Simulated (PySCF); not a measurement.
PySCF input for H4SeSiZn, SMILES [SiH3][Zn][SeH], TDDFT-PBE/def2-SVPD. The structure is a stationary point at B3LYP-D3(BJ)/def2-SVP. The structure was generated by enumeration; whether it is a known compound was not checked. Other conformers were not sampled.

```python
import numpy as np
from pyscf import gto, scf, dft, tdscf

mol = gto.M(
    atom='''
    Zn   -0.16967503   -0.29677625    0.33742188
    Se    0.58238395    1.15042200   -1.32098812
    H     1.95622651    1.05500014   -0.78258805
    Si   -0.94942916   -1.77898435    2.02445231
    H    -1.85978824   -2.82066380    1.45626762
    H    -1.70507945   -1.05114579    3.09005715
    H     0.18984609   -2.48847019    2.68487102
    ''',
    basis='def2-SVPD',
    charge=0,
    spin=0,
    max_memory=1600,
    verbose=4,
)
mf = dft.RKS(mol, xc='pbe').density_fit(auxbasis='def2-universal-jkfit')
mf.grids.level = 3
mf.conv_tol = 1e-9
mf.max_cycle = 100
mf.kernel()
mf.grids = dft.Grids(mol).set(level=1).build(with_non0tab=True)  # coarser grid for the response kernel
td = tdscf.TDDFT(mf)
td.singlet = True
td.nstates = 10
td.conv_tol = 1e-4
td.positive_eig_threshold = 1e-6
td.kernel(x0=td.get_init_guess(mf, 15))
td.analyze()
tt = tdscf.TDA(mf)
tt.singlet = False
tt.nstates = 4
tt.conv_tol = 1e-4
tt.positive_eig_threshold = 1e-6
tt.kernel(x0=tt.get_init_guess(mf, 9))
tt.analyze(verbose=3)
```

Log of the run:

```
PySCF version 2.14.0

[INPUT] verbose = 4
[INPUT] num. atoms = 7
[INPUT] num. electrons = 82
[INPUT] charge = 0
[INPUT] spin (= nelec alpha-beta = 2S) = 0
[INPUT] symmetry False subgroup None
[INPUT] Mole.unit = angstrom
[INPUT] Symbol           X                Y                Z      unit          X                Y                Z       unit  Magmom
[INPUT]  1 Zn    -0.169675030000  -0.296776250000   0.337421880000 AA   -0.320639336877  -0.560825832775   0.637634941636 Bohr   0.0
[INPUT]  2 Se     0.582383950000   1.150422000000  -1.320988120000 AA    1.100546164842   2.173982507674  -2.496305760604 Bohr   0.0
[INPUT]  3 H      1.956226510000   1.055000140000  -0.782588050000 AA    3.696732341514   1.993661325978  -1.478877082857 Bohr   0.0
[INPUT]  4 Si    -0.949429160000  -1.778984350000   2.024452310000 AA   -1.794161087076  -3.361793201387   3.825660418143 Bohr   0.0
[INPUT]  5 H     -1.859788240000  -2.820663800000   1.456267620000 AA   -3.514490423287  -5.330282071475   2.751946965872 Bohr   0.0
[INPUT]  6 H     -1.705079450000  -1.051145790000   3.090057150000 AA   -3.222133181124  -1.986377660090   5.839361722754 Bohr   0.0
[INPUT]  7 H      0.189846090000  -2.488470190000   2.684871020000 AA    0.358757115920  -4.702527128244   5.073670907582 Bohr   0.0

nuclear repulsion = 438.992330790149
number of shells = 53
number of NR pGTOs = 241
number of NR cGTOs = 131
basis = def2-SVPD
ecp = {}


[settings echo left out]
init E= -4470.13643061446
  HOMO = -0.263846328810848  LUMO = -0.073704991639711  gap/eV = 5.17401
cycle= 1 E= -4471.35181615645  delta_E= -1.22  |g|= 0.809  |ddm|= 3.29
  HOMO = -0.18419211872873  LUMO = -0.106923259926655  gap/eV = 2.10259
cycle= 2 E= -4471.06565360134  delta_E= 0.286  |g|= 1.44  |ddm|=  3.2
  HOMO = -0.227696506085447  LUMO = -0.0646606342396447  gap/eV = 4.43643
cycle= 3 E= -4471.44694367782  delta_E= -0.381  |g|= 0.171  |ddm|= 2.41
  HOMO = -0.207875015540663  LUMO = -0.0727801025044359  gap/eV = 3.67612
cycle= 4 E= -4471.45355179846  delta_E= -0.00661  |g|= 0.0642  |ddm|= 0.325
  HOMO = -0.216380934061609  LUMO = -0.0721161562198649  gap/eV = 3.92564
cycle= 5 E= -4471.45466048048  delta_E= -0.00111  |g|= 0.0154  |ddm|= 0.124
  HOMO = -0.213995444984308  LUMO = -0.0720858988493385  gap/eV = 3.86156
cycle= 6 E= -4471.45475314021  delta_E= -9.27e-05  |g|= 0.00412  |ddm|= 0.033
  HOMO = -0.214090453895004  LUMO = -0.0721790277186054  gap/eV = 3.86161
cycle= 7 E= -4471.4547590734  delta_E= -5.93e-06  |g|= 0.000853  |ddm|= 0.00665
  HOMO = -0.214179638019072  LUMO = -0.0721255389281739  gap/eV = 3.86549
cycle= 8 E= -4471.45475937777  delta_E= -3.04e-07  |g|= 0.000135  |ddm|= 0.00177
  HOMO = -0.214174378336636  LUMO = -0.0721238163320459  gap/eV = 3.86539
cycle= 9 E= -4471.45475938316  delta_E= -5.39e-09  |g|= 4.08e-05  |ddm|= 0.000291
  HOMO = -0.214173232775709  LUMO = -0.072126566438925  gap/eV = 3.86529
cycle= 10 E= -4471.45475938384  delta_E= -6.86e-10  |g|= 8.36e-06  |ddm|= 9.75e-05
  HOMO = -0.21417345541223  LUMO = -0.0721257866193774  gap/eV = 3.86531
Extra cycle  E= -4471.45475938383  delta_E= 1.64e-11  |g|= 9.77e-06  |ddm|= 3.38e-05
converged SCF energy = -4471.45475938383
tot grids = 31072
Overwritten attributes  positive_eig_threshold  of <class 'pyscf.tdscf.rks.CasidaTDDFT'>


******** <class 'pyscf.tdscf.rks.CasidaTDDFT'> for <class 'pyscf.df.df_jk.DFRKS'> ********
nstates = 10 singlet
deg_eia_thresh = 1.000e-03
wfnsym = None
conv_tol = 0.0001
eigh lindep = 1e-12
eigh level_shift = 0
eigh max_cycle = 100


Excitation energies (eV)
[3.8743687  4.44241028 4.44563975 4.78326639 5.10414305 5.40790321
 5.72925941 5.95810749 6.24188893 6.4128257 ]

** Singlet excitation energies and oscillator strengths **
Excited State   1:      3.87437 eV    320.01 nm  f=0.0000
      41 -> 42       -0.70665
Excited State   2:      4.44241 eV    279.09 nm  f=0.0256
      40 -> 44       -0.12714
      41 -> 43       -0.54486
      41 -> 44        0.42017
Excited State   3:      4.44564 eV    278.89 nm  f=0.0273
      41 -> 43       -0.40356
      41 -> 44       -0.56660
Excited State   4:      4.78327 eV    259.20 nm  f=0.0077
      40 -> 42        0.69487
Excited State   5:      5.10414 eV    242.91 nm  f=0.0065
      40 -> 43        0.69637
Excited State   6:      5.40790 eV    229.26 nm  f=0.0125
      41 -> 45       -0.70319
Excited State   7:      5.72926 eV    216.41 nm  f=0.5340
      40 -> 44       -0.58728
      40 -> 45        0.33583
      41 -> 43        0.11619
Excited State   8:      5.95811 eV    208.09 nm  f=0.0015
      41 -> 46       -0.70616
Excited State   9:      6.24189 eV    198.63 nm  f=0.2829
      37 -> 42        0.10591
      39 -> 42       -0.18232
      40 -> 44       -0.24271
      40 -> 45       -0.57238
      40 -> 46       -0.11787
      41 -> 48        0.17465
Excited State  10:      6.41283 eV    193.34 nm  f=0.0002
      41 -> 47        0.70536

** Transition electric dipole moments (AU) **
state          X           Y           Z        Dip. S.      Osc.
  1         0.0010     -0.0126     -0.0101      0.0003      0.0000
  2         0.1891     -0.0079     -0.4461      0.2348      0.0256
  3         0.0255      0.4969      0.0514      0.2502      0.0273
  4        -0.2502     -0.0207     -0.0485      0.0654      0.0077
  5         0.0399     -0.1807     -0.1346      0.0524      0.0065
  6         0.0557     -0.2328     -0.1934      0.0947      0.0125
  7        -0.6531     -1.2174      1.3768      3.8042      0.5340
  8         0.0217     -0.0739     -0.0660      0.0103      0.0015
  9        -0.5709     -0.8428      0.9022      1.8502      0.2829
 10         0.0353      0.0081     -0.0132      0.0015      0.0002

** Transition velocity dipole moments (imaginary part, AU) **
state          X           Y           Z        Dip. S.      Osc.
  1         0.0001     -0.0008     -0.0006      0.0000      0.0000
  2         0.0297     -0.0040     -0.0700      0.0058      0.0237
  3         0.0033      0.0791      0.0105      0.0064      0.0261
  4        -0.0441     -0.0022     -0.0105      0.0021      0.0078
  5         0.0074     -0.0338     -0.0251      0.0018      0.0065
  6         0.0119     -0.0494     -0.0408      0.0043      0.0143
  7        -0.1391     -0.2595      0.2937      0.1729      0.5476
  8         0.0052     -0.0184     -0.0162      0.0006      0.0019
  9        -0.1332     -0.1948      0.2091      0.0994      0.2889
 10         0.0071      0.0008     -0.0048      0.0001      0.0002

** Transition magnetic dipole moments (imaginary part, AU) **
state          X           Y           Z
  1         0.0580      0.1393     -0.1807
  2         0.0581      0.0412      0.0886
  3        -0.1330      0.0664     -0.0326
  4        -0.1709      0.7542      0.5806
  5        -1.0486      0.1017     -0.4330
  6         0.0669     -0.2359      0.3128
  7        -0.0261      0.2153      0.1813
  8        -0.1062      0.0172     -0.0564
  9         0.0641     -0.1901     -0.1357
 10        -0.0341      0.1929     -0.0424
Overwritten attributes  positive_eig_threshold  of <class 'pyscf.tdscf.rks.TDA'>


******** <class 'pyscf.tdscf.rks.TDA'> for <class 'pyscf.df.df_jk.DFRKS'> ********
nstates = 4 triplet
deg_eia_thresh = 1.000e-03
wfnsym = None
conv_tol = 0.0001
eigh lindep = 1e-12
eigh level_shift = 0
eigh max_cycle = 100


Excitation energies (eV)
[3.79368443 3.97302586 4.15670237 4.31513533]

** Triplet excitation energies and oscillator strengths **
Excited State   1:      3.79368 eV    326.82 nm  f=0.0000
Excited State   2:      3.97303 eV    312.06 nm  f=0.0000
Excited State   3:      4.15670 eV    298.28 nm  f=0.0000
Excited State   4:      4.31514 eV    287.32 nm  f=0.0000
```

The run converged.

Cost: around 70 core-seconds (rough).
